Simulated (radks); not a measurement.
Values are calculated unless marked as measured or tabulated.
All-electron atom: V III in [Ar] 4s2 4p1 (not the ground configuration). Level of theory: non-relativistic Kohn-Sham, BLYP, spin-polarised, spherical densities, point nucleus; open shells are filled with parallel spins first (a radial shooting solver on a logarithmic mesh with Libxc functionals).

X-ray form factor f0, the Fourier transform of the density (f0(0) = 21):

sin(theta)/lambda (1/angstrom)  f0 (electrons)
0.05                                    20.452
0.1                                     19.069
0.15                                    17.388
0.2                                     15.817
0.25                                    14.483
0.3                                     13.344
0.4                                     11.385
0.5                                      9.740
0.6                                      8.462
0.8                                      6.887
1                                        5.950
1.25                                     4.936
1.5                                      3.968
2                                        2.507
